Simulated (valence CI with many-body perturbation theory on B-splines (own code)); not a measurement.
**E1 transitions of Pb⁶⁷⁺**

Calculated by configuration interaction combined with many-body perturbation theory (CI+MBPT): five valence electrons over a frozen Dirac-Fock core [Ne], radial functions for each j: 9 s, 9 p, 8 d, 6 f, 3 g, 1 h, with the one-electron correlation potential Σ1 (screened to all orders), the two-electron term Σ2, the three-electron term Σ3, Breit, model QED; selected single and double excitations, second order for the rest (own B-spline code, finite nucleus).

The last digits are not significant, and no measured levels were compared; by estimate large intervals hold to a few tenths of a per cent, small ones and those within an open d or f shell to about a per cent. Among the levels kept, up to 620 cm⁻¹ of a level comes from second order outside the variational space, and about a tenth of that is noise between levels of different J, which matters for small intervals.

Lines 101 to 150 of 216 in falling wavelength, among levels below 10491 × 10³ cm⁻¹, chosen from the strongest by gf and those to the six lowest levels. Wavelengths and rates use the calculated energies. Electric multipoles are in the length gauge, E1 and E2 with the static RPA response of the core. Weak lines are less certain than strong ones. Lines between different terms over intervals too small for the method are left out, as are lines whose strength nearly cancels. The highest levels of a list are the least certain.

Levels are named by their leading jj configuration (3d3/2^4 stands for four electrons in 3d with j = 3/2), which in mixed levels can hold well under half, so a name can repeat and another be missing. Letters in brackets count levels of one name in rising energy.

```
λ vac (nm)                               Upper                               Lower   A (s⁻¹)  S (a.u.)
     4.036  (3s^2 3p1/2 3p3/2 3d3/2) J=5/2 [b]          (3s^2 3p1/2 3p3/2^2) J=3/2  3.26e+08  6.34e-05
     4.010  (3s^2 3p1/2 3p3/2 3d3/2) J=3/2 [b]          (3s^2 3p1/2 3p3/2^2) J=5/2  3.48e+09  4.43e-04
     3.925  (3s 3p1/2^2 3p3/2 3d5/2) J=7/2 [a]  (3s^2 3p1/2 3p3/2 3d3/2) J=5/2 [b]  4.68e+09  1.12e-03
     3.886          (3s^2 3p1/2 3p3/2^2) J=5/2          (3s^2 3p1/2^2 3d3/2) J=3/2  5.61e+08  9.74e-05
     3.876  (3s^2 3p1/2 3d3/2 3d5/2) J=7/2 [b]  (3s^2 3p1/2 3p3/2 3d5/2) J=5/2 [a]  2.76e+09  6.35e-04
     3.871  (3s^2 3p1/2 3p3/2 3d3/2) J=1/2 [b]          (3s^2 3p1/2 3p3/2^2) J=3/2  1.17e+10  6.71e-04
     3.847  (3s^2 3p1/2 3p3/2 3d3/2) J=3/2 [b]          (3s^2 3p1/2 3p3/2^2) J=3/2  2.81e+08  3.16e-05
     3.821  (3s^2 3p1/2 3d3/2 3d5/2) J=7/2 [b]      (3s^2 3p1/2 3p3/2 3d5/2) J=9/2  3.08e+09  6.79e-04
     3.723      (3s 3p1/2^2 3p3/2 3d5/2) J=1/2  (3s^2 3p1/2 3p3/2 3d3/2) J=1/2 [b]  1.66e+10  8.46e-04
     3.707  (3s 3p1/2^2 3p3/2 3d5/2) J=7/2 [b]  (3s^2 3p1/2 3p3/2 3d3/2) J=5/2 [b]  7.58e+09  1.52e-03
     3.699  (3s 3p1/2^2 3p3/2 3d5/2) J=5/2 [b]  (3s^2 3p1/2 3p3/2 3d3/2) J=3/2 [b]  4.54e+09  6.81e-04
     3.682          (3s^2 3p1/2 3p3/2^2) J=1/2          (3s^2 3p1/2^2 3d3/2) J=3/2  1.77e+07  8.72e-07
     3.658  (3s^2 3p1/2 3d3/2 3d5/2) J=7/2 [b]  (3s^2 3p1/2 3p3/2 3d5/2) J=7/2 [a]  8.88e+09  1.72e-03
     3.540  (3s 3p1/2^2 3p3/2 3d5/2) J=5/2 [b]  (3s^2 3p1/2 3p3/2 3d3/2) J=5/2 [b]  4.53e+09  5.96e-04
     3.511  (3s^2 3p1/2 3d3/2 3d5/2) J=5/2 [a]  (3s^2 3p1/2 3p3/2 3d3/2) J=3/2 [b]  6.86e+09  8.79e-04
     3.407  (3s 3p1/2^2 3p3/2 3d5/2) J=3/2 [a]  (3s^2 3p1/2 3p3/2 3d3/2) J=3/2 [a]  8.83e+09  6.89e-04
     3.311  (3s^2 3p1/2 3p3/2 3d5/2) J=3/2 [a]          (3s^2 3p1/2 3p3/2^2) J=1/2  3.27e+09  2.34e-04
     3.290  (3s^2 3p1/2 3p3/2 3d5/2) J=7/2 [a]          (3s^2 3p1/2 3p3/2^2) J=5/2  1.67e+09  2.35e-04
     3.218  (3s 3p1/2^2 3p3/2 3d5/2) J=3/2 [a]          (3s 3p1/2^2 3p3/2^2) J=1/2  3.20e+10  2.11e-03
     3.185  (3s 3p1/2^2 3p3/2 3d5/2) J=3/2 [a]          (3s 3p1/2^2 3p3/2^2) J=3/2  1.28e+11  8.15e-03
     3.162  (3s^2 3p1/2 3p3/2 3d5/2) J=3/2 [a]          (3s^2 3p1/2 3p3/2^2) J=5/2  3.62e+10  2.26e-03
     3.148  (3s 3p1/2^2 3p3/2 3d5/2) J=5/2 [b]  (3s^2 3p1/2 3p3/2 3d3/2) J=3/2 [a]  2.08e+10  1.92e-03
     3.131  (3s^2 3p1/2 3p3/2 3d5/2) J=5/2 [a]          (3s^2 3p1/2 3p3/2^2) J=5/2  1.78e+11  1.62e-02
     3.114  (3s^2 3p1/2 3d3/2 3d5/2) J=7/2 [a]      (3s^2 3p1/2 3p3/2 3d3/2) J=7/2  9.58e+10  1.14e-02
     3.109  (3s 3p1/2^2 3p3/2 3d5/2) J=5/2 [b]  (3s^2 3p1/2 3p3/2 3d3/2) J=5/2 [a]  1.03e+10  9.18e-04
     3.078  (3s^2 3p1/2 3d3/2 3d5/2) J=5/2 [a]      (3s^2 3p1/2 3p3/2 3d3/2) J=7/2  2.87e+10  2.48e-03
     3.077  (3s^2 3p1/2 3d3/2 3d5/2) J=5/2 [b]  (3s^2 3p1/2 3p3/2 3d3/2) J=3/2 [b]  3.85e+11  3.32e-02
     3.060  (3s^2 3p1/2 3p3/2 3d5/2) J=3/2 [a]          (3s^2 3p1/2 3p3/2^2) J=3/2  2.83e+11  1.60e-02
     3.033  (3s 3p1/2^2 3p3/2 3d5/2) J=5/2 [a]          (3s 3p1/2^2 3p3/2^2) J=5/2  3.03e+11  2.50e-02
     3.032          (3s^2 3p1/2^2 3d5/2) J=5/2          (3s^2 3p1/2^2 3p3/2) J=3/2  4.22e+11  3.49e-02
     3.031  (3s^2 3p1/2 3p3/2 3d5/2) J=5/2 [a]          (3s^2 3p1/2 3p3/2^2) J=3/2  1.05e+11  8.69e-03
     3.017      (3s 3p1/2^2 3p3/2 3d5/2) J=1/2          (3s 3p1/2^2 3p3/2^2) J=1/2  4.75e+11  1.29e-02
     3.011  (3s^2 3p1/2 3d3/2 3d5/2) J=5/2 [a]  (3s^2 3p1/2 3p3/2 3d3/2) J=3/2 [a]  2.84e+11  2.30e-02
     3.011  (3s^2 3p1/2 3p3/2 3d5/2) J=3/2 [b]          (3s^2 3p1/2 3p3/2^2) J=1/2  4.43e+11  2.39e-02
     3.010  (3s^2 3p1/2 3d3/2 3d5/2) J=7/2 [a]  (3s^2 3p1/2 3p3/2 3d3/2) J=5/2 [a]  3.67e+11  3.95e-02
     2.996      (3s^2 3p1/2 3d3/2 3d5/2) J=9/2      (3s^2 3p1/2 3p3/2 3d3/2) J=7/2  4.73e+11  6.27e-02
     2.988      (3s 3p1/2^2 3p3/2 3d5/2) J=1/2          (3s 3p1/2^2 3p3/2^2) J=3/2  3.76e+10  9.89e-04
     2.982      (3s^2 3p1/2 3p3/2 3d5/2) J=1/2          (3s^2 3p1/2 3p3/2^2) J=1/2  6.42e+11  1.68e-02
     2.976  (3s 3p1/2^2 3p3/2 3d5/2) J=7/2 [a]          (3s 3p1/2^2 3p3/2^2) J=5/2  4.73e+11  4.92e-02
     2.975  (3s^2 3p1/2 3d3/2 3d5/2) J=5/2 [a]  (3s^2 3p1/2 3p3/2 3d3/2) J=5/2 [a]  2.26e+11  1.76e-02
     2.975  (3s^2 3p1/2 3p3/2 3d5/2) J=5/2 [b]          (3s^2 3p1/2 3p3/2^2) J=5/2  1.92e+11  1.50e-02
     2.967  (3s 3p1/2^2 3p3/2 3d5/2) J=3/2 [b]          (3s 3p1/2^2 3p3/2^2) J=1/2  3.58e+11  1.85e-02
     2.966  (3s^2 3p1/2 3d3/2 3d5/2) J=5/2 [b]  (3s^2 3p1/2 3p3/2 3d3/2) J=5/2 [b]  5.79e+10  4.47e-03
     2.960      (3s^2 3p1/2 3d3/2 3d5/2) J=3/2  (3s^2 3p1/2 3p3/2 3d3/2) J=3/2 [a]  3.24e+11  1.66e-02
     2.958  (3s 3p1/2^2 3p3/2 3d5/2) J=5/2 [b]          (3s 3p1/2^2 3p3/2^2) J=3/2  6.89e+11  5.28e-02
     2.955  (3s^2 3p1/2 3p3/2 3d5/2) J=7/2 [b]          (3s^2 3p1/2 3p3/2^2) J=5/2  7.94e+11  8.09e-02
     2.955      (3s^2 3p1/2 3d3/2 3d5/2) J=3/2  (3s^2 3p1/2 3p3/2 3d3/2) J=1/2 [a]  2.02e+11  1.03e-02
     2.944  (3s 3p1/2^2 3p3/2 3d5/2) J=3/2 [a]          (3s 3p1/2^2 3p3/2^2) J=5/2  7.93e+10  3.99e-03
     2.940  (3s^2 3p1/2 3d3/2 3d5/2) J=7/2 [b]  (3s^2 3p1/2 3p3/2 3d3/2) J=5/2 [b]  5.45e+11  5.46e-02
     2.939  (3s 3p1/2^2 3p3/2 3d5/2) J=3/2 [b]          (3s 3p1/2^2 3p3/2^2) J=3/2  5.49e+10  2.75e-03
```
